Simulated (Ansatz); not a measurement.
Molecule: CH₂F, charge -1, multiplicity 1. It need not be the lowest isomer of its formula. Whether it binds its extra electron was not tested at this geometry. 
Coordinates optimised at B3LYP-D3(BJ)/def2-TZVP (Ansatz, an electronic-structure program):
```
C
H 1 1.1192
H 1 1.1192 2 101.37
F 1 1.5213 2 100.52 3 -103.11
```
Charge -1, spin multiplicity 1.

Total electronic energies in hartree. Cores are frozen in the correlated levels unless marked. No spin-orbit coupling. Non-relativistic. CBS marks a two-point X^-3 extrapolation of the correlation energy; Hartree-Fock from the larger set.

```
level                                        program  energy (Eh)
------------------------------------  --------------  -----------
HF/def2-QZVPPD                                Ansatz   -138.42673
RI-HF/aug-cc-pVQZ                             Ansatz   -138.42539
BLYP-D3(BJ)/def2-TZVPD                Ansatz + dftd3   -139.11577
RPA@PBE/cc-pVQZ                               Ansatz   -139.16136
RI-MP2/CBS(def2-TZVPPD,def2-QZVPPD)           Ansatz    -138.9342
SCS-MP2/def2-SVP                              Ansatz   -138.55858
CCSD(T)/aug-cc-pVDZ                           Ansatz   -138.78496
CCSD(T)/def2-TZVPPD                           Ansatz   -138.89781
CCSD(T)/CBS(aug-cc-pVTZ,aug-cc-pVQZ)          Ansatz    -138.9611
```

Totals of different functionals don't rank their quality; only differences between species are comparable.
